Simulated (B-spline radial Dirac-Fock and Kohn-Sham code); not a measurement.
# Form factor and incoherent scattering function of Ho⁹⁺

System: Ho⁹⁺, 1s2 2s2 2p6 3s2 3p6 3d10 4s2 4p6 4d10 4f9 5s2 5p1.

Model: configuration-average Dirac-Fock orbitals. Program: a B-spline atomic structure program. f₀ is the Fourier transform of the spherical electron density, S the Waller-Hartree incoherent function, and s = sin θ/λ.

```csv
s (Å⁻¹),f₀,S
0,58.000,0.000
0.03,57.883,0.124
0.04,57.792,0.219
0.05,57.675,0.341
0.06,57.534,0.487
0.08,57.177,0.852
0.1,56.726,1.304
0.13,55.884,2.120
0.17,54.487,3.398
0.21,52.832,4.804
0.27,50.005,6.973
0.35,45.905,9.729
0.44,41.281,12.544
0.56,35.634,15.975
0.71,29.782,19.909
0.9,24.264,24.287
1.14,19.725,29.037
1.45,16.316,34.154
1.84,13.447,38.851
2.34,10.260,42.844
2.97,7.277,46.274
3.77,5.388,49.297
4.78,4.321,51.863
```

f₀ starts at the number of electrons, 58, and has fallen to half at s ≈ 0.74 Å⁻¹. The sum of ⟨r²⟩ over the electrons is 17.74 bohr².

Values without a named source are computed, but for edge energies of neutral atoms, which are taken from tables.
